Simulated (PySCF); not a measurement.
EPR parameters of C3H6Si

Species: C3H6Si (triplet state).
Geometry (GFN2-xTB, Å), atoms numbered from 1 in this order:
```xyz
10
C3H6Si angstrom
C      1.6838   -0.4336    0.2235
C      1.2509    0.8176   -0.0391
Si    -0.4907    1.2330   -0.4545
C     -1.8358   -0.1230   -0.5554
H      2.7147   -0.6324    0.4627
H      1.0248   -1.2848    0.2041
H      1.9633    1.6310   -0.0020
H     -1.7304   -0.7032   -1.4692
H     -1.7363   -0.7999    0.2899
H     -2.8354    0.2999   -0.5353
```

The hyperfine couplings belong to this conformer and change with its torsions.

Identity: `C[Si]C=C` [triplet].

Computed, not measured: UKS B3LYP, pcH-1 on C H Si, non-relativistic, mean-field spin-orbit, GIAO in PySCF 2.14.0. The structure is a single GFN2-xTB conformer in the gas phase; no vibrational or solvent corrections. This triplet need not be the ground state; the singlet was not compared here. A GFN2-xTB geometry isn't a minimum of the functional, and hyperfine couplings can be far from their values at a DFT geometry, by a factor of two or more for some ions and for spin on atoms past the first row. The SCF solution wasn't tested for stability.

```
g1, g2, g3                      : 2.00116, 2.00297, 2.00315
g_iso                           : 2.00243
Form of g                       : close to axial: the two nearest values differ by 9 % of g3 − g1
⟨S²⟩                            : 2.0140 (exact 2.0000)
HOMO–LUMO gap, α and β orbitals : 4.54, 4.53 eV
```

Isotropic coupling and dipolar principal values T1 to T3, in MHz; ρ(0) is the spin density at the nucleus:

```csv
atom,isotope,a_iso,of which spin–orbit,T1,T2,T3,Mulliken spin population,ρ(0) (bohr⁻³)
C1,13C,27.9,0.0,-14.7,-11.3,26.0,0.36,0.0497
C2,13C,27.7,0.0,-14.3,0.1,14.2,-0.12,0.0494
Si3,29Si,-395.7,1.1,-52.4,-29.4,81.8,1.69,0.8928
C4,13C,35.5,0.0,-5.7,-4.8,10.5,0.05,0.0632
H5,1H,0.9,0.0,-7.3,-1.0,8.3,0.00,0.0004
H6,1H,-8.4,0.0,-4.3,-2.0,6.3,-0.02,-0.0038
H7,1H,-0.6,0.0,-4.2,-1.4,5.6,0.00,-0.0003
H8,1H,27.3,0.0,-4.5,-0.9,5.4,0.02,0.0122
H9,1H,26.3,0.0,-4.2,-0.4,4.7,0.02,0.0118
H10,1H,1.2,0.0,-4.3,-2.8,7.1,0.00,0.0005
```

The largest Mulliken spin populations are on Si3 (+1.69), C1 (+0.36) and C2 (-0.12). The positive populations add up to 2.14 and the negative ones to -0.14, together 2S = 2.

Axes: g2 points within 4° of the C1–C2 bond.

The 13C coupling of C4 (35.5 MHz) shows only in satellite lines or after enrichment, since that isotope makes up about 1.07 % of natural carbon.

The 29Si coupling of Si3 (-395.7 MHz) shows only in satellite lines or after enrichment, since that isotope makes up about 4.7 % of natural silicon.

Examples of negative spin density at the nucleus (bohr⁻³): H6 (-0.0038).
